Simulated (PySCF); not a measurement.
Compound: C8H16S.
Atom-mapped SMILES: `[CH3:1][CH2:2][S:3][CH2:4][CH2:5][CH:6]1[CH2:7][CH2:8][CH2:9]1` (hydrogens: H10, H11, H12 on C1; H13, H14 on C2; H15, H16 on C4; H17, H18 on C5; H19 on C6; H20, H21 on C7; H22, H23 on C8; H24, H25 on C9)

Geometry (PBE0-D3(BJ)/def2-SVP, Å), atoms numbered from 1 in this order:
```
atom  x, y, z in Å
C1     3.6757    0.3446    0.1925
C2     2.4805    0.2886    1.1241
S3     1.4824   -1.2221    0.9939
C4     0.8681   -1.1138   -0.7125
C5    -0.0007    0.0966   -1.0245
C6    -1.2288    0.2144   -0.1482
C7    -2.3014    1.2706   -0.4805
C8    -3.3758    0.2487   -0.0635
C9    -2.3275   -0.8657   -0.2431
H10    3.3672    0.3705   -0.8639
H11    4.3233   -0.5339    0.3324
H12    4.2736    1.2509    0.3806
H13    2.8058    0.2940    2.1765
H14    1.8312    1.1705    0.9970
H15    0.2877   -2.0427   -0.8367
H16    1.7157   -1.1806   -1.4131
H17   -0.3133    0.0264   -2.0827
H18    0.5984    1.0218   -0.9518
H19   -0.9140    0.3140    0.9042
H20   -2.3366    1.4723   -1.5640
H21   -2.2621    2.2347    0.0498
H22   -4.2962    0.1935   -0.6639
H23   -3.6593    0.3682    0.9936
H24   -2.3702   -1.3004   -1.2563
H25   -2.3081   -1.6876    0.4884
```

Computed with PBE0-D3(BJ)/def2-SVP geometry optimisation, gas phase in PySCF 2.14.0.

Take the most abundant isotopes and a rigid rotor. The values belong to one conformer with, in the numbering `[CH3:1][CH2:2][S:3][CH2:4][CH2:5][CH:6]1[CH2:7][CH2:8][CH2:9]1`, C1–C2–S3–C4 -63°, C2–S3–C4–C5 -61°, S3–C4–C5–C6 -58°, C4–C5–C6–C7 -171°, C5–C6–C7–C8 142°, C6–C7–C8–C9 -19°, C7–C8–C9–C6 19°, C5–C6–C9–C8 -142°.

What are A, B and C (cm⁻¹)?

Ia = 172.86, Ib = 805.89, Ic = 848.89 u·Å²; 505379 MHz·u·Å²/I gives 2924, 627.1 and 595.3 MHz, that is A = 0.09752, B = 0.02092, C = 0.01986 cm⁻¹.

Classify the top.

A near-prolate asymmetric top: κ = (2 × 627.1 − 2924 − 595.3)/(2924 − 595.3) = -0.97.

What does the inertial defect say?

Not planar: Δ = Ic − Ia − Ib = -129.86 u·Å². For a rigid frame Δ = −2 Σ m c², so Σ m c² = 64.93 u·Å² lies off the ab plane: 22.70 from hydrogen and 42.23 from heavier atoms. The atom farthest from that plane is 1.93 Å away.

Which lines would a microwave search look for?

The dipole components are |μa| = 0.07 D, |μb| = 1.42 D, |μc| = 0.57 D. The squared components, which scale the intensities, stand as 0.00 : 1.00 : 0.16 (a : b : c). Some lines, for components of 0.1 D or more:

```json
{"type": "b", "branch": "Q", "J(Ka,Kc)": "5(2,3) ← 5(1,4)", "MHz": "6712", "lower level (cm⁻¹)": "0.697"}
{"type": "c", "branch": "Q", "J(Ka,Kc)": "4(2,3) ← 4(1,3)", "MHz": "6779", "lower level (cm⁻¹)": "0.490"}
{"type": "b", "branch": "R", "J(Ka,Kc)": "5(1,5) ← 4(0,4)", "MHz": "8189", "lower level (cm⁻¹)": "0.408"}
{"type": "c", "branch": "R", "J(Ka,Kc)": "5(1,4) ← 4(0,4)", "MHz": "8666", "lower level (cm⁻¹)": "0.408"}
{"type": "c", "branch": "R", "J(Ka,Kc)": "2(2,1) ← 1(1,1)", "MHz": "9398", "lower level (cm⁻¹)": "0.117"}
{"type": "b", "branch": "R", "J(Ka,Kc)": "3(2,1) ← 2(1,2)", "MHz": "10654", "lower level (cm⁻¹)": "0.198"}
{"type": "b", "branch": "R", "J(Ka,Kc)": "4(2,2) ← 3(1,3)", "MHz": "11927", "lower level (cm⁻¹)": "0.319"}
{"type": "b", "branch": "R", "J(Ka,Kc)": "5(4,1) ← 4(3,2)", "MHz": "22300", "lower level (cm⁻¹)": "1.102"}
{"type": "c", "branch": "R", "J(Ka,Kc)": "5(5,1) ← 4(4,1)", "MHz": "26924", "lower level (cm⁻¹)": "1.642"}
{"type": "b", "branch": "R", "J(Ka,Kc)": "5(5,0) ← 4(4,1)", "MHz": "26924", "lower level (cm⁻¹)": "1.642"}
```

Whether it is a minimum is left open (no frequencies). No vibrational averaging or centrifugal distortion is included, and the geometry carries the error of its method. A rigid rotor knows nothing of internal rotation, which can split or shift real lines.

On one thread of an x86-64 server, shared host, this took 7.2 min wall. These figures are those of the optimisation.
